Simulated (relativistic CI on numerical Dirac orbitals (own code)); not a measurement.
**Calculated levels, Tm7+**

Calculated at this level of theory: Dirac-Coulomb-Breit CI, KLI orbitals optimised for each configuration, a model potential for QED, unscaled Slater integrals (own radial code, finite nucleus).

Configurations in the expansion (outside the closed core [Kr] 4d10): 4f¹¹5s²5p³, 4f¹³5s²5p, 4f¹²5s²5p², 4f¹¹5s5p⁴, 4f¹¹5p⁵, 4f¹³5p³, 4f¹³5s5p², 4f¹²5s²5p6s, 4f¹²5p⁴. The list is cut by size and lacks configurations that can hold low levels.

| No. | Configuration | Term | J | E (cm⁻¹) | % | Landé g | Lifetime (s) |
| --- | --- | --- | --- | --- | --- | --- | --- |
| 1 | 4f¹¹(4I°)5p³(4S°) | ⁷I | 9 | 0.0 | 53 | 1.269 |  |
| 2 | 4f¹¹(4I°)5p³(4S°) | ⁷I | 8 | 4410.0 | 48 | 1.248 | 4.65e-01 |
| 3 | 4f¹¹(4I°)5p³(4S°) | ⁷I | 7 | 7506.7 | 41 | 1.208 | 6.63e-01 |
| 4 | 4f¹¹(4I°)5p³(4S°) | ⁷I | 6 | 10280.4 | 40 | 1.147 | 6.85e-01 |
| 5 | 4f¹¹(4I°)5p³(4S°) | ⁷I | 5 | 13247.1 | 45 | 1.032 | 4.00e-01 |
| 6 | 4f¹¹(4I°)5p³(4S°) | ⁵I | 8 | 15513.7 | 35 | 1.179 | 1.23e-02 |
| 7 | 4f¹¹(4I°)5p³(4S°) | ⁷I | 4 | 15530.5 | 47 | 0.829 | 7.74e-01 |
| 8 | 4f¹¹(4I°)5p³(4S°) | ⁷I | 3 | 16951.5 | 46 | 0.435 | 3.98e+00 |
| 9 | 4f¹¹(4I°)5p³(2P°) | ³I | 7 | 18134.3 | 24 | 1.171 | 2.06e-02 |
| 10 | 4f¹¹(4I°)5p³(2P°) | ³H | 6 | 19621.8 | 19 | 1.188 | 3.57e-02 |
| 11 | 4f¹¹(4F°)5p³(2P°) | ⁵F | 5 | 21353.2 | 24 | 1.295 | 4.99e+00 |
| 12 | 4f¹¹(4F°)5p³(2P°) | ⁵G | 6 | 21973.7 | 30 | 1.265 | 7.77e-02 |
| 13 | 4f¹¹(4I°)5p³(4S°) | ³I | 7 | 24948.8 | 37 | 1.114 | 3.45e-02 |
| 14 | 4f¹¹(4F°)5p³(4S°) | ⁷F | 4 | 26269.1 | 36 | 1.367 | 2.43e-01 |
| 15 | 4f¹¹(4I°)5p³(4S°) | ⁵I | 6 | 26308.0 | 23 | 1.131 | 3.98e-02 |
| 16 | 4f¹¹(4S°)5p³(4S°) | ⁷S | 3 | 27264.3 | 42 | 1.716 | 2.64e+00 |
| 17 | 4f¹¹(4I°)5p³(4S°) | ³I | 5 | 29013.1 | 21 | 1.059 | 3.80e-02 |
| 18 | 4f¹¹(4F°)5p³(4S°) | ⁷F | 3 | 29486.3 | 38 | 1.399 | 3.98e-01 |
| 19 | 4f¹¹(4F°)5p³(4S°) | ⁷F | 2 | 30568.2 | 37 | 1.367 | 3.38e+00 |
| 20 | 4f¹¹(2H°)5p³(4S°) | ³H | 6 | 30810.5 | 23 | 1.052 | 4.59e-02 |
| 21 | 4f¹¹(4I°)5p³(4S°) | ⁵I | 5 | 30848.5 | 27 | 0.987 | 2.56e-02 |
| 22 | 4f¹¹(4F°)5p³(4S°) | ⁷F | 1 | 31302.0 | 34 | 1.443 | 3.01e+01 |
| 23 | 4f¹¹(4G°)5p³(2P°) | ⁵H | 7 | 31608.0 | 26 | 1.207 | 9.65e-03 |
| 24 | 4f¹¹(2H°)5p³(4S°) | ⁵H | 5 | 32234.7 | 20 | 1.140 | 1.85e-02 |
| 25 | 4f¹¹(4F°)5p³(4S°) | ⁷F | 0 | 33271.4 | 47 |  | 8.38e-01 |
| 26 | 4f¹¹(2G°)5p³(4S°) | ³G | 3 | 33678.9 | 23 | 0.973 | 1.95e-02 |
| 27 | 4f¹¹5s²5p³ | ³I | 6 | 34684.9 | 16 | 1.098 | 1.72e-02 |
| 28 | 4f¹¹(4I°)5p³(4S°) | ⁵I | 4 | 34776.2 | 29 | 0.920 | 7.98e-02 |
| 29 | 4f¹¹(4I°)5p³(4S°) | ⁵I | 4 | 35162.8 | 24 | 0.899 | 1.48e-02 |
| 30 | 4f¹¹5s²5p³ | ³G | 5 | 35983.3 | 24 | 1.169 | 1.16e-02 |

Energies count from the lowest computed level; lifetimes are radiative, by E1, M1, E2 decay to levels of this space only. Percentages are summed over parent terms; the parents shown are those of the largest component, closed shells are left out there.

The mean weight of the leading LS term, summed over parents, in these 30 levels is 33 %, and that of the leading jj configuration (from the same eigenvectors) 49 %, so jj coupling describes them better and the LS labels are nominal.

At this charge configurations can still be misplaced by up to about 7 % of their energy. Terms inside the open d or f shell come out 10 to 20 % too wide with unscaled integrals. Levels and lines within the n = 5 or 6 shells can be off by up to 10 % or somewhat more, and those that change n by about 2 %, since core polarisation is missing.

LS names give the leading component of a level, which can be under half, so a name can repeat, a term be missing and a line seem to break the LS rules.
